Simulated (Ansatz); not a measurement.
C8H21N3Si⁺, that is Si(vinyl)(NHEt)3 with one electron fewer. Total charge 1; doublet. Geometry r2SCAN-D4/def2-SVP; atoms count from 1.

```xyz
33

Si   -0.3246   -0.5315   -0.3211
C    -0.7334   -2.1708   -1.0530
C    -1.7444   -2.9619   -0.6519
H    -0.0741   -2.5475   -1.8492
H    -2.4362   -2.6780    0.1506
H    -1.9253   -3.9422   -1.1075
N    -1.7489    0.1102    0.4638
C    -1.8080    1.2750    1.3292
C    -2.7428    2.3561    0.8005
H    -2.6679   -0.2813    0.2480
H    -2.1421    0.9555    2.3370
H    -0.7816    1.6575    1.4654
H    -2.4181    2.7097   -0.1902
H    -2.7580    3.2130    1.4901
H    -3.7751    1.9820    0.7103
N     0.1916    0.5841   -1.5626
C     0.7791    1.9063   -1.4162
C     1.9964    2.0933   -2.3165
H    -0.0762    0.3736   -2.5270
H     0.0212    2.6792   -1.6562
H     1.0487    2.0611   -0.3569
H     2.7837    1.3634   -2.0724
H     2.4034    3.1075   -2.1895
H     1.7269    1.9705   -3.3780
N     0.9837   -0.5583    0.8143
C     1.2739   -1.6367    1.7513
C     2.6297   -2.2868    1.4959
H     1.6843    0.1828    0.8226
H     1.2402   -1.2362    2.7836
H     0.4661   -2.3839    1.6773
H     2.6652   -2.7386    0.4923
H     2.8153   -3.0753    2.2401
H     3.4473   -1.5517    1.5757
```

Estimate the Mulliken populations of the heavy atoms from the PBE0/def2-SVP orbitals of Ansatz.


| atom | charge (e) | spin (α − β) |
| --- | --- | --- |
| Si1 | 0.76 | -0.12 |
| C2 | -0.29 | 0.01 |
| C3 | -0.04 | 0.00 |
| N7 | -0.36 | 0.40 |
| C8 | 0.03 | -0.02 |
| C9 | -0.11 | 0.02 |
| N16 | -0.35 | 0.40 |
| C17 | 0.00 | -0.02 |
| C18 | -0.10 | 0.02 |
| N25 | -0.40 | 0.26 |
| C26 | 0.03 | -0.01 |
| C27 | -0.10 | 0.01 |
Mulliken values depend strongly on the basis.

Where does the spin sit?

Summed by element: Si -0.12, C 0.00, H 0.05, N 1.07, of 1 unpaired in all. Largest on single atoms: N16 0.40, N7 0.40, N25 0.26.

And the Mayer bond orders between heavy atoms (over 0.3)?

Si1–C2 1.00 (1.84 Å); Si1–N7 0.99 (1.75 Å); Si1–N16 1.02 (1.75 Å); Si1–N25 1.10 (1.73 Å); C2–C3 1.94 (1.34 Å); N7–C8 0.97 (1.45 Å); C8–C9 1.08 (1.52 Å); N16–C17 0.96 (1.45 Å); C17–C18 1.08 (1.53 Å); N25–C26 0.96 (1.46 Å); C26–C27 1.08 (1.53 Å).
